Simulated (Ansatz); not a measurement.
## Abstraction of Cl: CH2BrCl + MgH → CH2Br + MgHCl

Species: CH2BrCl (bromochloromethane) `ClCBr`, singlet; MgH, doublet; CH2Br `[CH2]Br`, doublet; MgHCl `[MgH][Cl]`, singlet. A radical takes Cl: the energy is the difference in strength between the C–Cl bond broken and the Mg–Cl bond made.

Shapes, held fixed at every level: PBE0-D4/def2-TZVP. Programs: Ansatz 0.2.0. The zero-point and thermal change to 298 K, harmonic and unscaled (PBE0-D4/def2-TZVP), is -7.3 kJ/mol.

Problem. Estimate ΔH(298 K) of this reaction.

Solution. The highest level, CCSD(T)/def2-TZVPP, gives ΔH(298 K) = -142.9 kJ/mol; the levels span -176.4 to -133.3. The column of differences is taken from that level and isn't an error. No measured value is set beside it here. Open shells run unrestricted. Relativity is left out for Br. Outer-core shells of Br, Mg are correlated, in sets that cover them unevenly. Times are processor times on shared x86 and Arm servers, and rough.

```tsv
level	kind	ΔH(298 K) (kJ/mol)	less CCSD(T)/def2-TZVPP	CPU time (sum over the molecules)
HF/def2-TZVPP	Hartree–Fock	-176.4	-33.5	–
r2SCAN-D4/def2-TZVPP	meta-GGA	-153.3	-10.4	20 s
PBE0-D4/def2-TZVPP	global hybrid	-133.3	+9.6	11 s
wB97X-V/def2-TZVPP	range-separated hybrid	-148.4	-5.5	28 s
CCSD(T)/def2-SVP	coupled cluster or CI	-153.1	-10.2	9.4 s
CCSD/def2-SVP	coupled cluster or CI	-158.5	-15.6	–
CCSD(T)/def2-TZVPP	coupled cluster or CI	-142.9	0.0	47 s
```
